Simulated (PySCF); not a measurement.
Compound: C4H8B2OSi.
Cartesian coordinates in Å at the PBE0-D3(BJ)/def2-SVP level; atoms count from 1:
```xyz
16
C4H8B2OSi angstrom
Si     3.0932   -0.2344   -0.0775
O      1.5255   -0.8179   -0.0572
B      0.2436   -0.3739   -0.0111
C     -0.9078   -1.4456   -0.0379
C     -2.2023   -1.0561   -0.0047
B     -2.5596    0.4632    0.0702
C     -1.4172    1.5355    0.0969
C     -0.1192    1.1578    0.0620
H      3.1225    1.2580   -0.0859
H      3.7534   -0.7582   -1.3046
H      3.7852   -0.7468    1.1369
H     -0.6485   -2.5123   -0.0881
H     -2.9948   -1.8157   -0.0276
H     -3.7184    0.8158    0.1105
H     -1.6620    2.6048    0.1470
H      0.6684    1.9245    0.0837
```

Level: PBE0/pcSseg-1 in PySCF, non-relativistic, on one gas-phase PBE0-D3(BJ)/def2-SVP geometry that isn't relaxed in the solvent. The solvent is an IEF-PCM continuum (Bondi radii, 1.10 Å for H, scaled by 1.2). The model holds no explicit solvent molecules, cavitation or dispersion.

| run | E − E(gas) (kcal/mol) | HOMO (eV) | HOMO–LUMO gap (eV) | dipole (D) |
| --- | --- | --- | --- | --- |
| gas | 0.00 | -7.61 | 4.54 | 1.64 |
| P | -1.60 | -7.63 | 4.56 | 2.03 |
| Q | -0.82 | -7.61 | 4.55 | 1.85 |

Q: The runs were made in benzene and dichloromethane. Which run belongs to which solvent?

A: P = dichloromethane, Q = benzene. The dielectric constants are 2.271 (benzene), 8.93 (dichloromethane), and the energy falls further as ε rises. In this model the ground state sees the solvent through ε alone.

Q: How constant is the ratio of the lowering to (ε − 1)/(2ε + 1)?

A: 
```tsv
solvent	(ε − 1)/(2ε + 1)	E − E(gas) (kcal/mol)	ratio (kcal/mol)	polarisation term (kcal/mol)
benzene	0.229	-0.82	-3.6	-0.86
dichloromethane	0.420	-1.60	-3.8	-1.74
```

The ratio changes by +6.1 % in size from benzene to dichloromethane. The polarisation term is half the interaction of the solute with the induced surface charges.
